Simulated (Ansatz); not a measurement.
Basis sets compared for SnH(NCO)3 (C₃HN₃O₃Sn). The state is a singlet with charge 0. Geometry r2SCAN-D4/def2-SVP. Ansatz on 2 threads of AMD EPYC 7R13 on a shared host and a share (18 GiB) of an NVIDIA H100 80GB HBM3; times are rough, and most runs start from earlier orbitals.

```xyz
11

Sn   -0.588    0.820    0.734
H    -1.397    1.919    1.714
N     1.240    1.510    0.241
C     2.231    1.258   -0.413
O     3.219    1.083   -1.017
N    -1.612    0.487   -0.970
C    -1.609   -0.151   -2.002
O    -1.675   -0.732   -3.017
N    -0.353   -0.945    1.678
C     0.077   -2.073    1.551
O     0.468   -3.176    1.502
```

In the def2 sets Sn takes a core potential; there is no spin–orbit coupling. HSE06 is defined as in plane-wave codes, on full-range PBE exchange.

Binding counts from free atoms (Sn triplet, H doublet, N quartet, C triplet, O triplet) in the same basis, without a counterpoise term.

| level | functions | energy (Eh) | HOMO (eV) | LUMO (eV) | binding per atom (eV) | wall time |
| --- | --- | --- | --- | --- | --- | --- |
| PBE-D4/def2-SVP | 157 | -718.3086 | -7.31 | -2.72 | 5.36 | 2.5 s |
| PBE-D4/def2-TZVP | 335 | -718.9089 | -7.48 | -2.95 | 5.31 | 2.6 s |
| PBE0-D4/def2-SVP | 157 | -718.2901 | -8.81 | -1.82 | 5.05 | 4.3 s |
| PBE0-D4/def2-TZVP | 335 | -718.8900 | -8.91 | -2.01 | 5.01 | 2.7 s |
| HSE06-D4/def2-TZVP | 335 | -718.8652 | -8.51 | -2.38 | 5.02 | 2.4 s |

Estimate the rows for PBE-D4/def2-TZVPD, PBE0-D4/def2-TZVPD, HSE06-D4/def2-TZVPD.


| level | functions | energy (Eh) | HOMO (eV) | LUMO (eV) | binding per atom (eV) | wall time |
| --- | --- | --- | --- | --- | --- | --- |
| PBE-D4/def2-TZVPD | 407 | -718.9112 | -7.52 | -2.99 | 5.31 | 2.6 s |
| PBE0-D4/def2-TZVPD | 407 | -718.8919 | -8.94 | -2.04 | 5.01 | 2.5 s |
| HSE06-D4/def2-TZVPD | 407 | -718.8670 | -8.53 | -2.42 | 5.02 | 4.1 s |
